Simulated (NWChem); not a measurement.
System: BiH₂F; SMILES [F][BiH2]

Input file for NWChem:

```
start job
memory heap 200 mb stack 900 mb global 1100 mb
geometry units angstroms noautoz
  Bi     0.028091     0.137515     0.000000
  H     -1.274710     0.275667    -1.277193
  H     -1.274710     0.275667     1.277193
  F      0.076366    -1.929728     0.000000
end
basis spherical
  Bi library def2-svp
  H library def2-svp
  F library def2-svp
end
ecp
  Bi library def2-ecp
end
dft
  xc b3lyp
  grid xcoarse
  iterations 150
  mulliken
end
task dft gradient
```

NWChem printed, in part:

```
             Northwest Computational Chemistry Package (NWChem) 7.3.0
             --------------------------------------------------------

 CS  symmetry detected

                             Geometry "geometry" -> ""
                             -------------------------

 Output coordinates in angstroms (scale by  1.889725989 to convert to a.u.)

  No.       Tag          Charge          X              Y              Z
 ---- ---------------- ---------- -------------- -------------- --------------
    1 Bi                  83.0000     0.03005181     0.19403796     0.00000000
    2 H                    1.0000    -1.26697873     0.37866782    -1.27719300
    3 H                    1.0000    -1.26697873     0.37866782     1.27719300
    4 F                    9.0000     0.00440632    -1.87360959     0.00000000

 Effective nuclear repulsion energy (a.u.)     242.6870804641

      Symmetry information
      --------------------

 Group name             Cs
 Group number              2
 Group order               2
 No. of unique centers     3

                                 NWChem DFT Module
                                 -----------------

 Summary of "ao basis" -> "ao basis" (spherical)
 ------------------------------------------------------------------------------
       Tag                 Description            Shells   Functions and Types
 ---------------- ------------------------------  ------  ---------------------
 Bi                         def2-svp                10       26   4s4p2d
 H                          def2-svp                 3        5   2s1p
 F                          def2-svp                 6       14   3s2p1d

      Symmetry analysis of basis
      --------------------------

        a'         33
        a"         17

            General Information
            -------------------
          SCF calculation type: DFT
          Wavefunction type:  closed shell.
          No. of atoms     :     4
          No. of electrons :    34
           Alpha electrons :    17
            Beta electrons :    17
          Charge           :     0
          Spin multiplicity:     1
          Use of symmetry is: on ; symmetry adaption is: on
          Maximum number of iterations: 150
          AO basis - number of functions:    50
                     number of shells:    22
          Convergence on energy requested:  1.00D-06
          Convergence on density requested:  1.00D-05
          Convergence on gradient requested:  5.00D-04

              XC Information
              --------------
                         B3LYP Method XC Potential
                     Hartree-Fock (Exact) Exchange  0.200
                        Slater Exchange Functional  0.800 local
                    Becke 1988 Exchange Functional  0.720 non-local
              Lee-Yang-Parr Correlation Functional  0.810
                  VWN I RPA Correlation Functional  0.190 local

             Grid Information
             ----------------
          Grid used for XC integration:  xcoarse
          Radial quadrature: Mura-Knowles
          Angular quadrature: Lebedev.
          Tag              B.-S. Rad. Rad. Pts. Rad. Cut. Ang. Pts.
          ---              ---------- --------- --------- ---------
          Bi                  1.60       84           7.0       194
          H                   0.35       21           7.0       194
          F                   0.50       21           8.0       194
          Grid pruning is: on
          Number of quadrature shells:   126
          Spatial weights used:  Erf1

      Superposition of Atomic Density Guess
      -------------------------------------

 Sum of atomic energies:        -345.71008201

      Non-variational initial energy
      ------------------------------

 Total energy =    -313.657592
 1-e energy   =    -652.050212
 2-e energy   =     268.605103
 HOMO         =      -0.295631
 LUMO         =      -0.042307

      Symmetry analysis of molecular orbitals - initial
      -------------------------------------------------

  Numbering of irreducible representations:

     1 a'          2 a"

  Orbital symmetries:

     1 a'          2 a'          3 a'          4 a"          5 a'
     6 a'          7 a"          8 a'          9 a'         10 a"
    11 a'         12 a'         13 a'         14 a"         15 a'
    16 a"         17 a'         18 a'         19 a"         20 a'
    21 a"         22 a'         23 a'         24 a'         25 a'
    26 a"         27 a'

     ---------------------------------------------
      Total Density - Mulliken Population Analysis
     ---------------------------------------------

    Atom       Charge   Shell Charges
 -----------   ------   -------------------------------------------------------
    1 Bi  23    22.01   2.92 -0.87  1.18  0.65  4.71  1.27  1.16  0.93  9.75  0.31
    2 H    1     1.11   0.63  0.47  0.01
    3 H    1     1.11   0.63  0.47  0.01
    4 F    9     9.77   1.99  1.15  0.82  3.56  2.24  0.00

   convergence    iter        energy       DeltaE   RMS-Dens  Diis-err
 ---------------- ----- ----------------- --------- --------- ---------
 d= 0,ls=0.0,diis     1   -315.5727207134 -3.85D+02  4.32D-02  5.67D-01
 d= 0,ls=0.0,diis     2   -315.1340567644  4.39D-01  2.77D-02  5.17D+00
 d= 0,ls=0.0,diis     3   -315.6487857652 -5.15D-01  3.26D-03  6.06D-03
 d= 0,ls=0.0,diis     4   -315.6493862032 -6.00D-04  1.19D-03  2.11D-03
 d= 0,ls=0.0,diis     5   -315.6496516571 -2.65D-04  1.63D-04  3.06D-05
  Resetting Diis
 d= 0,ls=0.0,diis     6   -315.6496564445 -4.79D-06  5.61D-05  4.26D-06
 d= 0,ls=0.0,diis     7   -315.6496574693 -1.02D-06  7.49D-06  4.57D-08
 d= 0,ls=0.0,diis     8   -315.6496574602  9.11D-09  4.66D-06  1.43D-07

         Total DFT energy =     -315.649657460231
      One electron energy =     -653.244869255244
           Coulomb energy =      296.236202628634
    Exchange-Corr. energy =      -28.428508075897
 Nuclear repulsion energy =       69.787517242276

 Numeric. integr. density =       33.995836091570

                  Occupations of the irreducible representations
                  ----------------------------------------------

                     irrep           alpha         beta
                     --------     --------     --------
                     a'               12.0         12.0
                     a"                5.0          5.0

                       DFT Final Molecular Orbital Analysis
                       ------------------------------------

 Vector   15  Occ=2.000000D+00  E=-3.535252D-01  Symmetry=a'
              MO Center=  5.4D-02, -1.5D+00,  3.8D-14, r^2= 1.3D+00
   Bfn.  Coefficient  Atom+Function         Bfn.  Coefficient  Atom+Function
  ----- ------------  ---------------      ----- ------------  ---------------
    40      0.566834  4 F  px                43     -0.401272  4 F  px
    41     -0.205908  4 F  py                14     -0.168174  1 Bi px
    11     -0.158105  1 Bi px                 3     -0.149549  1 Bi s
    44      0.149355  4 F  py                12     -0.117579  1 Bi py
     1      0.098430  1 Bi s                  5      0.085337  1 Bi px

 Vector   16  Occ=2.000000D+00  E=-3.140465D-01  Symmetry=a"
              MO Center= -5.4D-01, -4.9D-01,  1.5D-12, r^2= 3.2D+00
   Bfn.  Coefficient  Atom+Function         Bfn.  Coefficient  Atom+Function
  ----- ------------  ---------------      ----- ------------  ---------------
    42      0.425462  4 F  pz                45     -0.313457  4 F  pz
    13      0.293965  1 Bi pz                27     -0.260147  2 H  s
    32      0.260147  3 H  s                 28     -0.201836  2 H  s
    33      0.201836  3 H  s                  7     -0.146131  1 Bi pz
    20     -0.107303  1 Bi d  1              16      0.084055  1 Bi pz

 Vector   17  Occ=2.000000D+00  E=-2.836819D-01  Symmetry=a'
              MO Center= -2.0D-01, -5.5D-02, -1.5D-12, r^2= 3.3D+00
   Bfn.  Coefficient  Atom+Function         Bfn.  Coefficient  Atom+Function
  ----- ------------  ---------------      ----- ------------  ---------------
    11      0.383085  1 Bi px                 3      0.311095  1 Bi s
     4      0.304778  1 Bi s                 40      0.289732  4 F  px
    27     -0.230157  2 H  s                 32     -0.230157  3 H  s
     1     -0.222155  1 Bi s                 43     -0.218607  4 F  px
    28     -0.207866  2 H  s                 33     -0.207866  3 H  s

 Vector   18  Occ=0.000000D+00  E=-6.600468D-02  Symmetry=a'
              MO Center=  2.7D-02,  1.9D-01,  8.3D-16, r^2= 3.6D+00
   Bfn.  Coefficient  Atom+Function         Bfn.  Coefficient  Atom+Function
  ----- ------------  ---------------      ----- ------------  ---------------
    15      0.735902  1 Bi py                12      0.426214  1 Bi py
     3     -0.289428  1 Bi s                 41     -0.283182  4 F  py
    39      0.274404  4 F  s                 44      0.244177  4 F  py
     6     -0.228618  1 Bi py                14     -0.150514  1 Bi px
     4      0.134363  1 Bi s                  1      0.124308  1 Bi s

 Vector   19  Occ=0.000000D+00  E=-1.983045D-02  Symmetry=a"
              MO Center= -1.3D-01,  2.5D-01, -9.9D-15, r^2= 4.2D+00
   Bfn.  Coefficient  Atom+Function         Bfn.  Coefficient  Atom+Function
  ----- ------------  ---------------      ----- ------------  ---------------
    16      0.945389  1 Bi pz                28      0.691895  2 H  s
    33     -0.691895  3 H  s                 13      0.421642  1 Bi pz
    27      0.216021  2 H  s                 32     -0.216021  3 H  s
     7     -0.204071  1 Bi pz                20      0.167936  1 Bi d  1
    42      0.113172  4 F  pz                45     -0.112021  4 F  pz

 Vector   20  Occ=0.000000D+00  E= 4.333899D-03  Symmetry=a'
              MO Center= -2.5D-01,  2.8D-01, -4.6D-14, r^2= 4.6D+00
   Bfn.  Coefficient  Atom+Function         Bfn.  Coefficient  Atom+Function
  ----- ------------  ---------------      ----- ------------  ---------------
    14      0.992506  1 Bi px                28      0.873785  2 H  s
    33      0.873785  3 H  s                  3     -0.661848  1 Bi s
     4     -0.467601  1 Bi s                 11      0.373169  1 Bi px
     1      0.317744  1 Bi s                  5     -0.175707  1 Bi px
    27      0.172600  2 H  s                 32      0.172600  3 H  s

     ---------------------------------------------
      Total Density - Mulliken Population Analysis
     ---------------------------------------------

    Atom       Charge   Shell Charges
 -----------   ------   -------------------------------------------------------
    1 Bi  23    22.31   2.93 -0.87  1.34  0.48  4.71  1.29  1.48  0.82  9.72  0.40
    2 H    1     1.11   0.68  0.42  0.01
    3 H    1     1.11   0.68  0.42  0.01
    4 F    9     9.47   1.99  1.12  0.86  3.31  2.19  0.00

     -------------------------------------------
      Total Density - Lowdin Population Analysis
     -------------------------------------------

    Atom       Charge   Shell Charges
 -----------   ------   -------------------------------------------------------
    1 Bi  23    22.39   1.48  0.48  1.07  0.72  4.07  1.68  1.51  1.17  9.32  0.89
    2 H    1     1.11   0.61  0.47  0.03
    3 H    1     1.11   0.61  0.47  0.03
    4 F    9     9.39   1.98  1.04  0.85  3.21  2.31  0.00

     Multipole analysis of the density
     ---------------------------------

     L   x y z        total         alpha         beta         nuclear
     -   - - -        -----         -----         ----         -------
     0   0 0 0     -0.000000    -17.000000    -17.000000     34.000000

     1   1 0 0      0.424940      1.916161      1.916161     -3.407382
     1   0 1 0      1.301556     11.651135     11.651135    -22.000715
     1   0 0 1     -0.000000     -0.000000     -0.000000      0.000000

     2   2 0 0    -26.864051    -19.201824    -19.201824     11.539596
     2   1 1 0     -0.012103      1.600414      1.600414     -3.212930
     2   1 0 1      0.000000      0.000000      0.000000      0.000000
     2   0 2 0    -29.239091    -73.089406    -73.089406    116.939720
     2   0 1 1     -0.000000     -0.000000     -0.000000      0.000000
     2   0 0 2    -26.065332    -18.857865    -18.857865     11.650397

            General Information
            -------------------
          SCF calculation type: DFT
          Wavefunction type:  closed shell.
          No. of atoms     :     4
          No. of electrons :    34
           Alpha electrons :    17
            Beta electrons :    17
          Charge           :     0
          Spin multiplicity:     1
          Use of symmetry is: on ; symmetry adaption is: on
          Maximum number of iterations: 150
          AO basis - number of functions:    50
                     number of shells:    22
          Convergence on energy requested:  1.00D-06
          Convergence on density requested:  1.00D-05
          Convergence on gradient requested:  5.00D-04

              XC Information
              --------------
                         B3LYP Method XC Potential
                     Hartree-Fock (Exact) Exchange  0.200
                        Slater Exchange Functional  0.800 local
                    Becke 1988 Exchange Functional  0.720 non-local
              Lee-Yang-Parr Correlation Functional  0.810
                  VWN I RPA Correlation Functional  0.190 local

             Grid Information
             ----------------
          Grid used for XC integration:  xcoarse
          Radial quadrature: Mura-Knowles
          Angular quadrature: Lebedev.
          Tag              B.-S. Rad. Rad. Pts. Rad. Cut. Ang. Pts.
          ---              ---------- --------- --------- ---------
          Bi                  1.60       84           7.0       194
          H                   0.35       21           7.0       194
          F                   0.50       21           8.0       194
          Grid pruning is: on
          Number of quadrature shells:   126
          Spatial weights used:  Erf1

          Convergence Information
          -----------------------
          Convergence aids based upon iterative change in
          total energy or number of iterations.
          Levelshifting, if invoked, occurs when the
          HOMO/LUMO gap drops below (HL_TOL):  1.00D-02
          DIIS, if invoked, will attempt to extrapolate
          using up to (NFOCK): 10 stored Fock matrices.

                    Damping( 0%)  Levelshifting(0.5)       DIIS
                  --------------- ------------------- ---------------
          dE  on:    start            ASAP                start
          dE off:    2 iters        150 iters           150 iters

                            NWChem DFT Gradient Module
                            --------------------------

  charge          =   0.00
  wavefunction    = closed shell

  Using symmetry

                         DFT ENERGY GRADIENTS

    atom               coordinates                        gradient
                 x          y          z           x          y          z
   1 Bi      0.056790   0.366679   0.000000   -0.009060   0.000005   0.000000
   2 H      -2.394243   0.715578  -2.413545    0.004443  -0.000184   0.004959
   3 H      -2.394243   0.715578   2.413545    0.004443  -0.000184  -0.004959
   4 F       0.008327  -3.540609   0.000000    0.000174   0.000363   0.000000
```

Level: B3LYP/def2-SVP with def2 effective core potentials on Bi. All runs use the structure optimised with PBE-D3(BJ)/def2-SVP. B3LYP is NWChem's, with the RPA form of VWN correlation. def2 effective core potentials on Bi; no spin-orbit coupling.
